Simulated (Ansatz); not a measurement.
Computed with Ansatz on PBE0-D4/def2-TZVP structures; ΔE is electronic, products minus reactants. CCSD(T)/CBS adds triple-zeta CCSD(T) − MP2 to the extrapolated MP2 energy (def2 sets, frozen cores). This one scheme is used for every species. Each species was taken in one conformer, which may not be the lowest.

`N[SiH](F)P` + `N[SiH](N)Cl` → `N[Si@H](F)N[Si@@H](N)Cl` + PH₃  (cleavage of the Si–P bond)

`N[SiH](F)P`:

```xyz
9

N    -1.119   -0.655   -0.901
Si   -0.220    0.506   -0.053
F     0.193    1.795   -0.920
P     1.721   -0.448    0.530
H    -0.700   -1.257   -1.591
H    -2.114   -0.570   -1.025
H    -1.082    1.020    1.036
H     2.166    0.688    1.255
H     1.155   -1.079    1.668
```

`N[SiH](N)Cl`:

Cartesian coordinates in Å:
```
N 1.177 -0.690 -0.491
Si -0.035 -0.053 0.514
N -0.975 1.013 -0.414
Cl -0.994 -1.733 1.259
H 1.597 -1.583 -0.299
H 1.776 -0.084 -1.027
H 0.365 0.709 1.720
H -1.555 1.701 0.036
H -1.357 0.719 -1.299
```

`N[Si@H](F)N[Si@@H](N)Cl`:

Cartesian coordinates in Å:
```
N -2.581 0.818 0.538
Si -1.237 -0.221 0.436
F -1.210 -0.987 1.842
N 0.154 0.744 0.182
Si 1.623 0.325 -0.589
N 1.986 -1.287 -0.210
Cl 1.538 0.376 -2.651
H -3.419 0.514 1.006
H -2.789 1.460 -0.210
H -1.254 -1.290 -0.583
H 0.104 1.682 0.556
H 2.607 1.371 -0.227
H 2.517 -1.876 -0.828
H 1.961 -1.628 0.737
```

PH₃:

Cartesian coordinates in Å:
```
P 0.324 -0.307 0.372
H -1.056 -0.560 0.156
H 0.605 -0.227 -1.018
H 0.127 1.094 0.491
```

| level | ΔE (kJ/mol) |
| --- | --- |
| MP2/def2-TZVPP | -61.9 |
| MP2/def2-QZVPP | -59.4 |

Question: What does CCSD(T)/CBS give? (Best estimate.)

Answer: The calculation gave: -57.5 kJ/mol. The listed levels differ from it by -4.4, -1.9 kJ/mol.

Largest T1 diagnostic among the species: 0.013.

From PBE to PBE0 (25 % exact exchange), in def2-TZVPP and without D4, ΔE moves by −6.5 kJ/mol. The D4 term adds −6.7 kJ/mol with B3LYP and −4.3 kJ/mol with PBE0; it sums over pairs of atoms, weighted by their polarisabilities, and B3LYP, whose exchange is more repulsive, gets the larger term.

B3LYP here is the variant with VWN-RPA as its local correlation; programs differ in this.
